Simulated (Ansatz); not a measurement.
Geometry optimisation, RKS B3LYP/def2-SVP in Ansatz.

input.yaml

```yaml
crystal:
  periodic: [false, false, false]
  atoms:
    - { symbol: "N", position_ang: [-1.7466, 1.1228, -0.0775] }
    - { symbol: C, position_ang: [-0.921, 0.8581, 0.8105] }
    - { symbol: Si, position_ang: [0.3672, -0.4244, 0.4341] }
    - { symbol: "N", position_ang: [1.9411, 0.2192, -0.1036] }
    - { symbol: "N", position_ang: [0.075, -1.2836, -1.0022] }
    - { symbol: H, position_ang: [-2.4292, 1.9071, 0.2731] }
    - { symbol: H, position_ang: [-0.8818, 1.3413, 1.8077] }
    - { symbol: H, position_ang: [0.694, -1.3864, 1.5124] }
    - { symbol: H, position_ang: [2.3761, -0.569, -0.4451] }
    - { symbol: H, position_ang: [1.6581, 0.7845, -0.8884] }
    - { symbol: H, position_ang: [-0.6106, -2.0054, -0.7403] }
    - { symbol: H, position_ang: [-0.4452, -0.6194, -1.5468] }
basis:
  gaussian: { orbitals: def2-SVP }
hamiltonian:
  xc: b3lyp
relax:
  f_tol: 0.015
  max_steps: 40
```

Launched with:

```bash
$ ansatz run input.yaml --threads 2 --pin off --max-ram 3072MiB --backend cpu --events-out ev --progress --plain --runs-dir out
```

Where does it end, and by what steps?

It converged. After 33 steps the energy has fallen by 1.170 eV; H9 moved furthest, 1.17 Å.

| step | energy less start (eV) | largest force component (eV/Å) | accepted |
| --- | --- | --- | --- |
| 0 | 0.0000 | 3.266 | yes |
| 2 | -0.9651 | 0.785 | yes |
| 4 | -1.0764 | 0.388 | yes |
| 6 | -1.0783 | 0.226 | no |
| 8 | -1.0869 | 0.054 | yes |
| 10 | -1.0911 | 0.231 | yes |
| 12 | -1.1107 | 0.380 | yes |
| 14 | -1.0833 | 1.077 | no |
| 16 | -1.1501 | 0.130 | yes |
| 18 | -1.0650 | 1.009 | no |
| 20 | -1.1642 | 0.292 | yes |
| 22 | -1.1665 | 0.131 | yes |
| 24 | -1.1676 | 0.033 | yes |
| 26 | -1.1690 | 0.085 | yes |
| 28 | -1.1701 | 0.064 | yes |
| 30 | -1.1702 | 0.022 | yes |
| 32 | -1.1703 | 0.016 | yes |
| 33 | -1.1703 | 0.010 | yes |

```xyz
12
Properties=species:S:1:pos:R:3
N -1.985 0.973 0.153
C -0.824 0.940 0.690
Si 0.380 -0.477 0.244
N 1.987 0.008 -0.159
N -0.417 -1.203 -1.092
H -2.535 1.777 0.486
H -0.498 1.712 1.424
H 0.573 -1.282 1.494
H 2.746 -0.011 0.512
H 2.208 0.549 -0.987
H -0.162 -2.090 -1.508
H -1.395 -0.952 -1.223
```

Time of the run: 120 s on 2 threads of Intel(R) Xeon(R) Platinum 8259CL CPU @ 2.50GHz (Skylake/Cascade Lake), on a shared host, peak memory 0.26 GiB.
